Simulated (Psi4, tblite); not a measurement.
Two rigid molecules brought together: CO2 ··· CH4S (SMILES O=C=O and CS). Monomers: optimised at B3LYP-D3(BJ) (def2-TZVP), held rigid. Orientation: lowest of the rigid-body minima from ten starts at GFN2-xTB. R is the distance of the centres of mass, along which the second monomer moves. The table gives interaction energies.

| R / Å | A | B | C |
|---|---|---|---|
| 2.84 | 2.10 | 8.06 | 9.80 |
| 3.06 | -0.95 | 2.15 | 4.07 |
| 3.23 | -1.82 | 0.06 | 1.90 |
| 3.46 | -2.09 | -1.08 | 0.53 |
| 3.69 | -1.96 | -1.33 | 0.01 |
| 3.89 | -1.74 | -1.27 | -0.14 |
| 4.12 | -1.47 | -1.08 | -0.18 |
| 4.42 | -1.15 | -0.83 | -0.18 |
| 4.95 | -0.72 | -0.50 | -0.15 |
| 5.64 | -0.39 | -0.27 | -0.12 |
| 6.67 | -0.18 | -0.12 | -0.08 |
| 7.98 | -0.07 | -0.05 | -0.04 |

Energies in kcal/mol.

Task: Which curve belongs to which method? The methods are BLYP/def2-TZVP, counterpoise-corrected run with Psi4; GFN2-xTB run with tblite 0.5.0; DF-SCS-MP2/aug-cc-pVDZ, frozen core, counterpoise-corrected (Psi4).

Result: A is GFN2-xTB; B is SCS-MP2/aug-cc-pVDZ; C is BLYP/def2-TZVP.
